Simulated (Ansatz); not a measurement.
`COBCN`, charge 0, multiplicity 1.

(1) Give a relaxed structure at PBE0-D4/def2-TZVP (Ansatz 0.2.0). (An estimate is asked.)

Results:

(1) The calculation gave: 
Z-matrix (Å, degrees):
```
C
O 1 1.411
H 1 1.094 2 111.3
H 1 1.092 2 109.1 3 120.8
H 1 1.092 2 109.0 3 -120.7
B 2 1.345 1 122.4 3 -0.6
C 6 1.568 2 118.8 1 -177.6
H 6 1.208 2 119.2 1 0.5
N 7 1.458 6 112.7 2 -162.8
H 7 1.108 6 106.5 2 71.2
H 7 1.096 6 108.7 2 -41.4
H 9 1.012 7 110.7 6 -49.2
H 9 1.011 7 111.5 6 -168.5
```
This is one stationary point; other conformers may exist.
